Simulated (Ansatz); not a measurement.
C2H7IO2Si (`CO[SiH](I)OC`), relaxed with RKS PBE0-D4/def2-TZVP in Ansatz 0.2.0 from a GFN2-xTB geometry. The force threshold is 0.005 eV/Å; the program also tests the step.

Charge 0, multiplicity 1. I: def2 effective core potential.

Start:

```xyz
13

C    -1.063    1.572   -1.780
O    -0.175    0.652   -1.236
Si   -0.038    0.250    0.306
I    -2.205   -0.529    1.186
O     0.999   -0.964    0.223
C     1.418   -1.775    1.272
H    -1.012    1.490   -2.865
H    -2.087    1.372   -1.453
H    -0.795    2.588   -1.482
H     0.358    1.334    1.189
H     2.045   -2.564    0.859
H     0.562   -2.226    1.783
H     1.993   -1.199    2.000
```

By how much does the energy fall, and how many steps does the optimiser take? (Estimate.)

Computed: 1.52 kcal/mol, in 11 steps, 2 of them rejected.

Which bonds change most? (Estimate.)

Computed: Si3–H10 from 1.453 to 1.481 Å; O5–C6 from 1.391 to 1.411 Å; C1–O2 from 1.391 to 1.411 Å; Si3–O5 from 1.599 to 1.617 Å.

Give the relaxed structure. (An estimate is asked.)

Computed: 
```xyz
13

C    -1.110    1.611   -1.790
O    -0.234    0.609   -1.321
Si   -0.019    0.193    0.227
I    -2.156   -0.464    1.244
O     1.003   -1.060    0.202
C     1.422   -1.803    1.326
H    -0.989    1.679   -2.872
H    -2.150    1.359   -1.564
H    -0.877    2.586   -1.349
H     0.487    1.316    1.048
H     2.148   -2.541    0.985
H     0.577   -2.322    1.789
H     1.898   -1.162    2.075
```
